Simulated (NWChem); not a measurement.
# C$_{3}$H$_{2}$BF$_{3}$; SMILES C1=CB(C1(F)F)F

```xyz
9

F      1.0533    -1.9480    -0.0038
B      0.1241    -1.0136    -0.0052
C     -1.4203    -0.9689     0.0015
C     -1.3857     0.3902     0.0125
C      0.1157     0.6010    -0.0001
F      0.5731     1.2780    -1.1026
F      0.5943     1.2718     1.0968
H     -2.2876    -1.6202     0.0025
H     -2.1771     1.1392     0.0272
```
Atoms are numbered in this order, from 1.

Results from NWChem. Structure relaxed at the B3LYP/6-31G* (spherical d) level. Total energies of different functionals are on different scales.

| level | energy (Ha) | highest occupied level (eV) | orbital gap (eV) | dipole (D) |
|---|---|---|---|---|
| PBE/def2-TZVP | -439.6254 | -7.05 | 4.18 | 2.88 |
| B3LYP/def2-TZVP | -440.0957 | -8.48 | 6.38 | 3.09 |
| PBE0/def2-TZVP | -439.6356 | ___ | ___ | 3.09 |
| CAM-B3LYP/def2-TZVP | -439.9477 | -10.21 | 9.50 | 3.16 |
| PW6B95/def2-TZVP | -440.5954 | -8.86 | 7.02 | 3.14 |

Problem. Fill in the missing entries.

Solution. 
- PBE0/def2-TZVP, highest occupied level (eV): -8.70
- PBE0/def2-TZVP, orbital gap (eV): 6.83
